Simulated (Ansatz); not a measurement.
A geometry relaxed with B3LYP-D3(BJ)/def2-TZVP (Ansatz, a program for electronic structure), charge 0, multiplicity 1:

```xyz
8

H     -1.6454     0.7447    -1.0908
N     -0.7510    -0.4359     0.3669
H      1.3549    -1.8443    -0.0013
C     -1.7276     0.1264    -0.1889
H      2.7890     0.9167     0.2747
H     -2.7355     0.0152     0.2230
N      1.7781     0.9123     0.2632
Si     0.9374    -0.4351     0.1532
```

Task: Write the SMILES of this molecule.

Result: `[H]/N=[SiH]/N=C`
